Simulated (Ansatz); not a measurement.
Z-matrix (Å, degrees):
```
Hf
F 1 1.897
Cl 1 2.349 2 108.0
O 1 1.888 2 111.9 3 -123.0
Se 1 2.577 2 109.2 3 120.9
H 4 0.953 1 170.4 2 43.3
H 5 1.474 1 88.8 2 -51.6
```

The species carries charge 0 and has multiplicity 1. Hf: def2 effective core potential.

Q: List the PBE0/def2-TZVPP orbital energies in eV (Ansatz 0.2.0). (An estimate is asked.)

A: Computed: Occupied: -12361.45, -2767.23, -1584.27, -1421.30, -1421.26, -1421.24, -673.69, -523.53, -259.09, -214.69, -197.31, -197.26, -197.26, -158.27, -158.12, -158.06, -69.25, -58.26, -58.21, -58.16, -58.04, -58.04, -38.19, -37.76, -37.43, -31.64, -27.90, -22.45, -19.30, -15.23, -12.80, -12.24, -12.23, -11.12, -10.81, -10.57, -10.42, -9.60, -9.48, -8.51, -7.39. Lowest empty: -1.15, -1.01, -0.56, -0.49, -0.27, 0.22, 0.82, 1.53.
